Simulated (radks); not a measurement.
The numbers below are computed, except where a source is named.
A nucleus of charge 54.3 with 53 electrons, 53 electrons, occupied as [Kr] 4d10 5s2 5p5.

Level of theory: Dirac Kohn-Sham, BLYP, spin-unpolarised, spherical densities, finite nucleus; open shells are shared between the two j in proportion to 2j + 1; Fermi nuclear charge, rms radius 4.7859 fm (a radial shooting solver on a logarithmic mesh with Libxc functionals).

Energy parts (hartree):
part                       energy
total                  -7551.1536
kinetic                 8027.8020
electron-nucleus      -18337.4805
Hartree                 2947.6971
exchange-correlation    -189.1722

Orbitals (lengths in bohr, moments of r in powers of bohr; <r^-3> diverges for s and p1/2; r(max) is where P^2 peaks):
orbital     occ.  eigenvalue (hartree)      <r^2>   r(max)  <r^-3>      <r>  small-component weight
1s1/2          2             -1278.323  0.0009519  0.01704       -  0.02649                4.01e-02
2s1/2          2             -199.7220    0.01523  0.09647       -   0.1134                8.61e-03
2p1/2          2             -187.7661    0.01123  0.07386       -  0.09553                8.64e-03
2p3/2          4             -175.5327    0.01251  0.07877    5676   0.1014                8.18e-03
3s1/2          2             -41.39215     0.1057   0.2772       -   0.3039                2.57e-03
3p1/2          2             -36.41253     0.1004   0.2637       -   0.2939                2.51e-03
3p3/2          4             -34.08330     0.1084   0.2745    1106   0.3056                2.39e-03
3d3/2          4             -25.31695    0.09047   0.2224   178.2   0.2765                2.27e-03
3d5/2          6             -24.82389    0.09276   0.2255   164.1   0.2802                2.23e-03
4s1/2          2              -7.92305     0.5693   0.6556       -   0.7099                7.54e-04
4p1/2          2              -6.15274     0.6204   0.6706       -   0.7380                6.91e-04
4p3/2          4              -5.68377     0.6679   0.6948   223.0   0.7658                6.51e-04
4d3/2          4              -2.81525     0.8582   0.7348   28.19   0.8577                5.09e-04
4d5/2          6              -2.73887     0.8797   0.7432   25.72   0.8684                4.98e-04
5s1/2          2              -1.20421      3.591    1.585       -    1.785                1.45e-04
5p1/2    1.66667              -0.77941      4.853    1.778       -    2.065                1.08e-04
5p3/2    3.33333              -0.72367      5.292    1.853   26.27    2.157                9.95e-05

The highest occupied level is 5p3/2 at -19.692 eV. The electron density at the nucleus is 2.789e+05 e/bohr^3.
